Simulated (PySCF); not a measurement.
NbF₄, SMILES [F][Nb+]([F])([F])[F], charge +1, multiplicity 1.

Geometry: PBE0-D3(BJ)/def2-SVP. The spin state was assumed, not searched. The isomer is the one that the SMILES or the coordinates give; other isomers of the formula were not compared. The def2 effective core potentials stand for the cores of Nb; spin–orbit coupling is left out.

Calculation: ωB97X/def2-TZVPD run with PySCF.

Symmetry labels are those of the subgroup D2 that the program uses (full group Td).

Computed valence orbital energies around the gap with their symmetry:
```tsv
orbital	symmetry	energy (eV)
HOMO−7	A	-23.96
HOMO−6	A	-23.09
HOMO−5	B1	-22.27
HOMO−4	B2	-22.27
HOMO−3	B3	-22.27
HOMO−2	B1	-22.18
HOMO−1	B2	-22.18
HOMO	B3	-22.18
LUMO	A	-7.59
LUMO+1	A	-7.59
LUMO+2	B1	-5.82
LUMO+3	B2	-5.82
```
